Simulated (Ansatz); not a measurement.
Reaction (redistribution): `[CH3][GeH]([F])[SH]` + `COB1C[SiH2]1` → `C[O][Ge]([CH3])([F])[SH]` + `B1C[SiH2]1`

Isolated molecules relaxed with PBE0-D4/def2-TZVP in Ansatz; ΔE leaves out vibrations. CBS: MP2 limit from def2 TZ/QZ plus the TZ coupled-cluster correction, frozen cores. For Ge outer-core shells are correlated without core-valence functions, which leaves a few kJ/mol of doubt a bond. Scalar relativity is left out up to krypton. One conformer a species, not always the lowest.

```json
{"species": "`[CH3][GeH]([F])[SH]`", "CCSD(T)/CBS(def2) energy (Eh)": "-2614.81526"}
{"species": "`COB1C[SiH2]1`", "CCSD(T)/CBS(def2) energy (Eh)": "-469.33901"}
{"species": "`C[O][Ge]([CH3])([F])[SH]`", "CCSD(T)/CBS(def2) energy (Eh)": "-2729.26961"}
{"species": "`B1C[SiH2]1`", "CCSD(T)/CBS(def2) energy (Eh)": "-354.85519"}
```

(1) Work out ΔE.

Largest T1 diagnostic among the species: 0.014.

## Answers

(1) ΔE = (-2729.26961) + (-354.85519) − (-2614.81526) − (-469.33901) = 0.02947 Eh = +77.4 kJ/mol.

The D4 term adds −4.6 kJ/mol with B3LYP and −2.5 kJ/mol with PBE0; it sums over pairs of atoms, weighted by their polarisabilities, and B3LYP, whose exchange is more repulsive, gets the larger term. In def2-TZVPP, CCSD(T) changes the Hartree–Fock value by −16.1 kJ/mol (the triples alone add −3.8 kJ/mol) and MP2 by −19.3 kJ/mol.

B3LYP here is the variant with VWN-RPA as its local correlation; programs differ in this.
